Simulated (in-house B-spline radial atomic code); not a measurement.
# BSE on G0W0@HF excitations of neutral beryllium

Method: BSE on G0W0@HF. Computed with a B-spline radial code for spherical atoms: linear response of the closed shell [He] 2s2 with a statically screened interaction on G0W0 levels; scalar-relativistic (spin-free one-electron X2C), finite nucleus, no spin-orbit coupling, no double excitations, S, P, D and F terms only.

Only levels near the gap carry their own quasi-particle shift, so the BSE energies are approximate.

Command:
```bash
python run_td.py task.json out
```
Settings (radii: box in bohr, nucleus in fm):
```
Z                        4
electrons                4
configuration            [He] 2s2
hamiltonian              x2c
method                   bse
box_radius               75
rms_radius               2.519
intervals                79
```

Time taken, with all properties: 4.1 s on 1 thread of AMD EPYC 9R45 96-Core Processor (Zen 5), with other jobs on the host.

The lowest states, in the order of their Tamm-Dancoff energies; the method's threshold (minus the highest G0W0 level) is 9.199 eV. Labels give the largest channel, * marks a mixed state, and oscillator strengths are full-response dipole values. Measured ¹D terms are left out, since they can mix with doubly excited terms. Energies in eV:

```tsv
state	full response	Tamm-Dancoff	oscillator strength	measured (J-weighted term)
2s → 2p 3P	2.963	3.156	-	2.725
2s → 2p 1P	5.802	6.124	1.58	5.277
2s → 3s 3S	6.416	6.433	-	6.457
2s → 3s 1S	6.936	6.951	-	6.779
2s → 3p 3P	7.244	7.250	-	-
2s → 3d 3D	7.636	7.637	-	7.694
2s → 3p 1P	7.561	7.644	0.072	7.462
2s → 3d 1D	7.708	7.709	-	-
2s → 4s 3S	7.905	7.908	-	-
2s → 4s 1S	8.053	8.058	-	-
2s → 4p 3P	?	?	-	-
2s → 4p 1P	8.275	8.304	0.0123	-
2s → 4d 3D	8.323	8.324	-	-
2s → 4f 3F	?	?	-	-
2s → 4f 1F	8.348	8.348	-	-
2s → 4d 1D	8.358	8.359	-	-
```

Question: Where does 2s → 4f 3F lie?

Answer: At 8.347 eV in full response, 8.347 eV in Tamm-Dancoff.

Question: Where does 2s → 4p 3P lie?

Answer: At 8.166 eV in full response, 8.168 eV in Tamm-Dancoff.

Question: How large is the singlet-triplet splitting of 2s → 2p (P terms) in Tamm-Dancoff?

Answer: 2.97 eV, from the unrounded values.

Question: What polarisabilities and dispersion coefficient does the method give?

Answer: Dipole 36.57 bohr³, quadrupole 307.7 bohr⁵, C6 220 hartree·bohr⁶ for two such species. Recommended dipole value: 37.74 ± 0.03 bohr³ (Schwerdtfeger and Nagle, table of static dipole polarizabilities (2023 update)), which includes relativity and correlation.
